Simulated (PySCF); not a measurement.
Predicted microwave data (PBE0/pcSseg-1 in PySCF (dipole) on a GFN2-xTB geometry, gas phase) for one isomer of C7H10NPSi:

```
Rotational constants : A = 1169, B = 1026, C = 574.5 MHz
Dipole components    : |μa| = 1.45 D, |μb| = 0.14 D, |μc| = 0.00 D
Inertial defect      : -45.14 u·Å²
κ                    : 0.52
```

Question: Which structure is it? (One computed conformer of each.)
A. `[SiH3:1][c:2]1[n:3][cH:4][cH:5][p:6][c:7]1[CH:8]1[CH2:9][CH2:10]1` with P6–C7–C8–C9 35°
B. `[CH:1]#[C:2][CH2:3][n:4]1[cH:5][p:6][c:7]([SiH3:8])[c:9]1[CH3:10]` with C2–C3–N4–C5 103°
C. `[SiH3]N=P12C=CC(C=C1)C=C2`

Answer: A. It is [SiH3]c1nccpc1C1CC1, an asymmetric top. The candidates at the same level (rigid rotor, commonest isotopes):

| SMILES | A (MHz) | B (MHz) | C (MHz) | μa (D) | μb (D) | μc (D) | Δ (u·Å²) | point group | rotor |
| --- | --- | --- | --- | --- | --- | --- | --- | --- | --- |
| [SiH3]N=P12C=CC(C=C1)C=C2 | 2405 | 692.5 | 682.8 | 4.92 | 1.31 | 0.00 | -199.80 | Cs | near-prolate asymmetric top |
| [SiH3]c1nccpc1C1CC1 | 1169 | 1026 | 574.5 | 1.45 | 0.14 | 0.00 | -45.14 | near Cs | asymmetric top |
| C#CCn1cpc([SiH3])c1C | 1635 | 674.3 | 533.7 | 3.75 | 1.48 | 1.16 | -111.63 | C1 | asymmetric top |

`[SiH3]N=P12C=CC(C=C1)C=C2` has A 106 % too high; `C#CCn1cpc([SiH3])c1C` has A 40 % too high. No structure here is proved a minimum.
